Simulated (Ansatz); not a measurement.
System: sum formula SiBr₃Cl, net charge 0, singlet state. SMILES: Cl[Si](Br)(Br)Br
Coordinates optimised at B3LYP-D3(BJ)/def2-TZVP (Ansatz, an electronic-structure program):
```xyz
5

Cl     0.0578    -0.1187     2.3412
Si     0.0076    -0.0155     0.3060
Br    -1.1990    -1.6888    -0.4772
Br     2.0651    -0.1502    -0.4798
Br    -0.8972     1.9028    -0.3026
```
Charge 0, spin multiplicity 1.

Quantity: atomisation energy (electronic, to ground-state atoms), in kcal/mol. Cores are frozen in the correlated levels unless marked. UHF or UKS for open shells. Spin-orbit coupling is left out. Frozen are the shells of the preceding noble gas and the d and f shells that filled before the atom's block. No relativistic terms. The coupled-cluster limit lacks core correlation, which all-electron functionals hold. Basis-set limits of correlation are two-point, X^-3; Hartree-Fock from the larger set. The bracket is a focal-point correction in the basis named.

```json
[
 {"level": "HF/STO-3G", "program": "Ansatz", "atomisation energy (kcal/mol)": "291.3", "minus last row": "-49.4", "rough core time": "-"},
 {"level": "HF/6-31G*", "program": "Ansatz", "atomisation energy (kcal/mol)": "229.1", "minus last row": "-111.6", "rough core time": "-"},
 {"level": "BLYP/def2-TZVPD", "program": "Ansatz", "atomisation energy (kcal/mol)": "315.1", "minus last row": "-25.6", "rough core time": "under 20 s"},
 {"level": "revPBE/def2-TZVPD", "program": "Ansatz", "atomisation energy (kcal/mol)": "324.3", "minus last row": "-16.4", "rough core time": "under 20 s"},
 {"level": "HSE06/def2-TZVPD", "program": "Ansatz", "atomisation energy (kcal/mol)": "340.0", "minus last row": "-0.7", "rough core time": "30 s"},
 {"level": "MP2/def2-TZVPP", "program": "Ansatz", "atomisation energy (kcal/mol)": "344.9", "minus last row": "4.2", "rough core time": "-"},
 {"level": "RI-MP2/CBS(def2-TZVPPD,def2-QZVPPD)+[CCSD(T)-MP2]/def2-TZVPPD", "program": "Ansatz", "atomisation energy (kcal/mol)": "340.7", "minus last row": "0.0", "rough core time": "-"}
]
```

Core times are rough, on shared machines, summed over the molecules involved; a dash marks a level read off another run, or run on other hardware, by another program or under a memory cap.
